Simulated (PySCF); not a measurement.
CH₁₁NOSi₃, SMILES [SiH3]NC[Si@@H](O)[SiH3]. Coordinates come from a PBE-D3(BJ)/def2-SVP optimisation. The structure was generated by enumeration; whether it is a known compound was not checked. The values are those of a single conformer.

Computed equilibrium geometry at PBE-D3(BJ)/def2-SVP (PySCF confirms it by a frequency run) as Cartesian coordinates in Å (one conformer of several):
```xyz
17

O     -1.1744    -1.6168     0.7014
Si    -0.9784    -0.3672    -0.4367
Si    -2.8907     1.0167    -0.4836
C      0.5904     0.6039     0.0404
N      1.6314    -0.3621     0.3608
Si     3.3427    -0.0302     0.3109
H     -1.6216    -1.3447     1.5217
H     -0.7565    -1.0675    -1.7451
H     -4.1044     0.2717    -0.9725
H     -2.6746     2.2198    -1.3655
H     -3.1816     1.5104     0.9131
H      0.8906     1.2206    -0.8376
H      0.3700     1.3354     0.8612
H      1.2974    -1.1396     0.9384
H      3.6977     0.5104    -1.0503
H      4.0523    -1.3303     0.5682
H      3.8340     0.9875     1.3205
```
Charge 0, spin multiplicity 1.
